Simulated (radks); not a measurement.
Results of a calculation; reference values are marked as such.
All-electron atom: the lutetium ion Lu5+ in [Xe] 4f12 (the NIST ground configuration). Level of theory: scalar-relativistic Kohn-Sham, SCAN, spin-polarised, spherical densities, finite nucleus; open shells are filled with parallel spins first (spin-orbit coupling, left out, can overturn this in heavy ions); meta-GGA in the generalised Kohn-Sham scheme; Fermi nuclear charge, rms radius 5.37 fm (a radial shooting solver on a logarithmic mesh with Libxc functionals).

Normalised radial functions P(r) = r R(r), r in bohr:

r,4f up,4f down
0.002536,0.0000,0.0000
0.003874,0.0000,0.0000
0.00592,0.0000,0.0000
0.009047,0.0000,0.0000
0.01394,0.0002,0.0002
0.02129,0.0010,0.0010
0.03254,0.0045,0.0045
0.04972,0.0182,0.0181
0.07659,0.0674,0.0670
0.117,0.2065,0.2054
0.1788,0.5072,0.5044
0.2733,0.9406,0.9348
0.4209,1.2438,1.2366
0.6432,1.1162,1.1135
0.9828,0.6935,0.6983
1.502,0.2855,0.2936
2.313,0.0634,0.0677
3.535,0.0055,0.0062
5.401,0.0001,0.0001

4f up: eigenvalue -82.593 eV, 0 radial nodes, <r> = 0.652 bohr, 90 % of the charge inside 1.08 bohr. 4f down: eigenvalue -80.173 eV, 0 radial nodes, <r> = 0.658 bohr, 90 % of the charge inside 1.09 bohr.

Empty levels of this run are not shown, since the potential may be unsettled where no density lies.
